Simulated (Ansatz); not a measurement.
`O[SiH](F)[SiH2]Br` + HCl → `Cl[SiH2]Br` + `O[SiH2]F` at 400 K and 1 bar (cleavage of the Si–Si bond).

Gas-phase electronic energies from Ansatz, PBE0-D4/def2-TZVP geometries. CCSD(T)/CBS is the MP2 limit (def2-TZVPP, def2-QZVPP) plus CCSD(T) − MP2 in def2-TZVPP, frozen cores. This one scheme is used for every species. For Br outer-core shells are correlated without core-valence functions, which leaves a few kJ/mol of doubt a bond. Scalar relativity is left out up to krypton. Each species was taken in one conformer, which may not be the lowest.

```
            species  CCSD(T)/CBS energy (Eh)  H − E (kJ/mol)  S (J/(mol·K))
`O[SiH](F)[SiH2]Br`              -3329.01056           154.1          417.0
                HCl               -460.38127            29.6          195.4
       `Cl[SiH2]Br`              -3323.46904            73.3          324.7
         `O[SiH2]F`               -465.96250           110.6          296.9
```

H − E and S are ideal-gas, rigid-rotor, harmonic terms from PBE0-D4/def2-TZVP, for one conformer and one mirror image of each species. 1 Eh = 2625.50 kJ/mol, R = 8.31446 J/(mol·K).

By hand: ΔE, ΔH, ΔS and ΔG.

ΔE = (-3323.46904) + (-465.96250) − (-3329.01056) − (-460.38127) = -0.03971 Eh = -104.3 kJ/mol. Δ(H − E) = 73.3 + 110.6 − 154.1 − 29.6 = 0.2, so ΔH = -104.1 kJ/mol. ΔS = 324.7 + 296.9 − 417.0 − 195.4 = 9.2 J/(mol·K). ΔG = -104.1 − 400 × (9.2)/1000 = -107.8 kJ/mol.

By hand: the equilibrium constant, and the temperature at which ΔG would vanish if ΔH and ΔS stayed fixed.

log₁₀ K = −ΔG/(RT ln 10) = 14.1. ΔH and −TΔS have one sign here, so there is no such temperature.

The number of gas molecules stays the same, so ΔS is small and ΔH decides. A doubt of 5 kJ/mol in ΔE shifts log₁₀ K by 0.7 here. Other conformers and mirror images would add mixing entropy, several J/(mol·K) or more a flexible species. Modes under 60 cm⁻¹, often nearly free rotors, make the harmonic entropy too high. These are equilibria of isolated gas molecules and say nothing of rates. Largest T1 diagnostic: 0.011 (customary marks: 0.02 for closed shells, 0.045 for open ones).

ΔS is within the doubt of such terms, so its sign, and with it that verdict, could turn.
